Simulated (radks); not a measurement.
Valence configurations of the gadolinium ion Gd2+ (all share [Xe]). All-electron calculation, Dirac Kohn-Sham, PBE, spin-unpolarised, spherical densities, finite nucleus; open shells fill j = l - 1/2 first; Fermi nuclear charge, rms radius 5.1569 fm. Program: a radial shooting solver on a logarithmic mesh with Libxc functionals. Energies are relative to 4f7 5d1; eigenvalues in eV.

\begin{tabular}{lrrrrrr}
valence & E (eV) & e(4f5/2) & e(4f7/2) & e(5d3/2) & e(6p1/2) & e(6s1/2) \\ \hline
4f8 & -4.307 & -16.733 & -16.035 & - & - & - \\
4f7 5d1 & 0.000 & -22.596 & -21.842 & -15.323 & - & - \\
4f7 5d0.5 6s0.5 & 0.246 & -23.931 & -23.175 & -16.230 & - & -15.572 \\
4f7 6s1 & 0.660 & -25.318 & -24.561 & - & - & -16.173 \\
4f6.5 5d1.5 & 3.869 & -25.870 & -25.088 & -16.096 & - & - \\
4f6.5 5d1 6s0.5 & 4.334 & -27.257 & -26.474 & -17.034 & - & -15.926 \\
4f7 6p1 & 4.754 & -26.335 & -25.577 & - & -12.646 & - \\
4f6.5 5d1 6p0.5 & 6.377 & -27.763 & -26.979 & -17.438 & -12.122 & - \\
4f5 5d3 & 24.430 & -36.834 & - & -18.382 & - & - \\
4f5 5d1 6s2 & 30.426 & -43.175 & - & -22.598 & - & -18.718 \\
\end{tabular}

NIST lists [Xe] 4f7 5d1 as the ground configuration; this level of theory puts 4f8 lower, by 4.307 eV. The energies are those of spherical spin-averaged densities, not of single terms.
